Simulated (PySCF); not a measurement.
SnFBr, SMILES [F][Sn][Br] (connectivity only; charge and spin as stated), neutral, multiplicity 1. Atoms are numbered in the order given.

```xyz
3

Sn     0.3385     0.8766     0.0000
F     -1.5229     1.4655     0.0000
Br    -0.0920    -1.6291     0.0000
```
Charge 0, spin multiplicity 1.

Geometry optimised at B3LYP-D3(BJ)/def2-TZVP. The def2 effective core potentials stand for the cores of Sn; spin–orbit coupling is left out.

The numbers are results of PySCF with IEF-PCM-B3LYP/def2-SVP, not measurements.

The values are the electrostatic part of the solvation free energy, E(continuum) − E(gas) at the gas-phase geometry, in a cavity of scaled van der Waals radii (PySCF's table); cavitation and dispersion terms are not included. A continuum can't describe solvent molecules that bind to the metal. In vacuum the orbital gap is 4.51 eV. The dipole moment in vacuum is 3.36 D.

```json
[
 {"solvent": "water", "ε": "78.36", "ΔG(elec) (kcal/mol)": "-6.6", "dipole (D)": "4.51", "gap (eV)": "4.82"},
 {"solvent": "1-octanol", "ε": "9.86", "ΔG(elec) (kcal/mol)": "-5.7", "dipole (D)": "4.34", "gap (eV)": "4.78"},
 {"solvent": "methanol", "ε": "32.61", "ΔG(elec) (kcal/mol)": "-6.4", "dipole (D)": "4.48", "gap (eV)": "4.81"}
]
```
